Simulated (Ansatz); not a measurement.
Cost and result up the ladder for K8F8 (relaxed from a model of 1x4x4 KF rock-salt block, whose bonding it doesn't keep) (16 atoms). The state is a singlet with charge 0. Geometry: PBE-D4/def2-SVP.

```xyz
16

K    -3.7355   -0.9295   -0.4424
F    -2.0096   -1.0420   -2.1702
K    -1.6895    1.5072   -2.2998
F     0.3561    2.2592   -3.3471
F    -3.2264    1.4481   -0.2286
K    -0.1380   -1.4582   -0.6670
F     0.3337    1.0594   -0.1938
K     2.1210    1.8715   -1.8688
K    -1.5588    1.2533    1.5898
F     0.2563    0.4457    3.2207
K     2.0899    0.6691    1.6004
F     3.6106    0.3148   -0.4683
F    -1.8824   -1.4291    1.2614
K    -0.1375   -1.9384    2.9471
F     1.7703   -2.0187    1.1838
K     3.8398   -2.0125   -0.1171
```

Ansatz on 4 threads of INTEL XEON PLATINUM 8581C on a shared host. Times are rough, and most runs start from the orbitals of an earlier one. PBE0-D4/def2-SVP serves as the yardstick here, not as an exact answer. Differences are given only for rows in sets of like size (and for xTB, whose basis is part of the method), since another set adds its own error. Binding counts from free atoms at the same level (K doublet, F doublet; other spins of the atoms weren't run), without zero-point energy or a counterpoise term.

The 6-31G sets use Cartesian d functions. B3LYP takes the VWN-RPA correlation. Correlated methods freeze 48 core orbitals; core or outer-core shells of K are correlated, in sets that lack core-valence functions.

Correlated methods converge slowly with the basis, most of all in double-zeta sets.

```json
{"level": "HF/STO-3G", "functions": "144", "wall time": "1.9 s", "binding energy per atom (eV)": "1.60", "difference from PBE0-D4/def2-SVP (eV)": "–"}
{"level": "PBE-D4/def2-SVP", "functions": "304", "wall time": "9.5 s", "binding energy per atom (eV)": "3.48", "difference from PBE0-D4/def2-SVP (eV)": "0.15"}
{"level": "HF/6-31G", "functions": "304", "wall time": "11 s", "binding energy per atom (eV)": "2.37", "difference from PBE0-D4/def2-SVP (eV)": "–"}
{"level": "MP2/def2-SVP", "functions": "304", "wall time": "14 s", "binding energy per atom (eV)": "3.36", "difference from PBE0-D4/def2-SVP (eV)": "0.03"}
{"level": "r2SCAN-D4/def2-SVP (with forces)", "functions": "304", "wall time": "15 s", "binding energy per atom (eV)": "3.43", "difference from PBE0-D4/def2-SVP (eV)": "0.10"}
{"level": "B3LYP-D4/6-31G", "functions": "304", "wall time": "17 s", "binding energy per atom (eV)": "3.34", "difference from PBE0-D4/def2-SVP (eV)": "–"}
{"level": "PBE0-D4/def2-SVP (with forces)", "functions": "304", "wall time": "18 s", "binding energy per atom (eV)": "3.33", "difference from PBE0-D4/def2-SVP (eV)": "0.00"}
```
